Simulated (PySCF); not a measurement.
# Electronic structure of Bi³⁺ (bismuth, charge +3) at the UHF level

Configuration: [Xe] 4f14 5d10 6s2, closed-shell 1S. Computed with PySCF 2.14 in cc-pVDZ-PP with ECP60MDF (4s3p2d, 23 functions), with a scalar-relativistic core potential.

| Property | Result |
| --- | --- |
| Total energy | -211.880800 hartree |
| One-electron energy | -350.1331 hartree |
| Hartree (Coulomb) energy | 153.6298 hartree |
| Exchange energy | -15.3776 hartree |
| ⟨S²⟩ | 0.0000 |
| ⟨L²⟩ | 0.000 |
| Sum of ⟨r⟩ | 23.98 bohr |
| Sum of ⟨r²⟩ | 34.34 bohr² |
| Time after the integrals | 0.05 s of wall time on 1 thread of Neoverse-V1 (shared host) |

```
shell  electrons  mean orbital energy (hartree)  rms radius, mean of both spins (bohr)
   5s          2                       -7.71079                                  0.899
   5p          6                       -5.28650                                   1.02
   5d         10                       -2.33377                                   1.30
   6s          2                       -1.57514                                   2.18
```

Energies and moments cover only the electrons outside the core potential. Spin-orbit coupling, which splits the p, d and f shells strongly at this Z, is absent.
